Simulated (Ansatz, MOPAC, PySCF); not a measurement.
Noncovalent pair: SiH4 (SMILES [SiH4]) (first 5 atoms) with SiH4 (SMILES [SiH4]); geometry from B3LYP-D3(BJ)/def2-TZVP, rigid monomers moved along the line of their centres of mass till Si1···Si6 is 3.61 Å.
(charge 0, multiplicity 1):
```xyz
10

Si    -0.16227    -0.03845    -0.10104
H      0.14622     0.30486    -1.50794
H     -0.48199    -1.47965    -0.00114
H     -1.31834     0.76032     0.36213
H      1.01366     0.26416     0.74582
Si     0.12990     0.03255     3.50079
H      1.53389    -0.40903     3.34859
H     -0.74304    -0.79848     2.64098
H      0.00809     1.45087     3.09759
H     -0.28731    -0.11916     4.91337
```

Counterpoise-corrected where a basis set is named; no monomer relaxation. Rows marked so take none.

Rows in 6-31G*, STO-3G carry no dispersion term and start afresh at each structure (6-31G* with six Cartesian d functions). The state reached by AM1 isn't checked.

Codes used: Ansatz (a program for electronic structure); MOPAC for AM1 (differences of heats of formation); PySCF for 6-31G* rows, STO-3G rows, the dispersion terms. Values without a source in brackets are computed.

Question: One of these levels gives 111.0 meV for the interaction energy. Which one is it?
A) r2SCAN-D3(BJ)/def2-TZVPPD
B) B3LYP/6-31G*
C) AM1
D) HF/STO-3G (no counterpoise)

Answer: B, B3LYP/6-31G*. The others give 69.3 (AM1), 137.7 (HF/STO-3G (no counterpoise)), -12.8 (r2SCAN-D3(BJ)/def2-TZVPPD)
